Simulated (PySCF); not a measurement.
## Simulated characterisation data

PySCF calculation with geometry from GFN2-xTB and NMR shieldings at PBE0/pcSseg-1/GIAO; one computed conformer, non-relativistic Hamiltonian, averaged over atoms made equivalent by symmetry, fast rotation or ring inversion, gas phase.

Scale: TMS for $^{1}$H (σref 31.72), $^{13}$C (σref 186.93) (reference shieldings calculated alike). Splittings of carbon signals by F and P are missing where no couplings were computed. Where no couplings were computed, multiplicities follow the n + 1 count of equivalent neighbours, and m marks all less simple cases (inequivalent or close neighbours, rings, F or P nearby). Shifts are as computed. Against solution values, carbons near 30 ppm lie about +3 ppm off and those near 130 ppm about +5 ppm. Of 1211 compounds with measured shifts, 218 miss one by over three times the rms of a fit or turn the order of signals round; such compounds aren't used in these exercises.

**1.** `InChI=1S/C5H5O2P/c1-3-8(6)4-5(8)7-2/h1,4H,2H3/t8-/m1/s1`. $^{1}$H NMR (500 MHz, computed): δ 6.66 (m, 1H), 4.24 (s, 3H), 2.51 (m, 1H). $^{13}$C{$^{1}$H} NMR (computed): δ 184.7 (C), 122.7 (CH), 95.3 (CH), 82.2 (C), 64.9 (CH3).

**2.** SMILES C1=CC(C=C)=C[P@]1(C)=O, C$_{7}$H$_{9}$OP. $^{1}$H NMR (500 MHz, computed): δ 7.17 (m, 1H), 6.84 (m, 1H), 6.47 (m, 1H), 6.02 (m, 1H), 5.86 (m, 1H), 5.78 (m, 1H), 1.51 (m, 3H). $^{13}$C{$^{1}$H} NMR (computed): δ 153.6 (C), 141.7 (CH), 141.4 (CH), 140.8 (CH), 135.6 (CH), 125.3 (CH2), 18.2 (CH3).
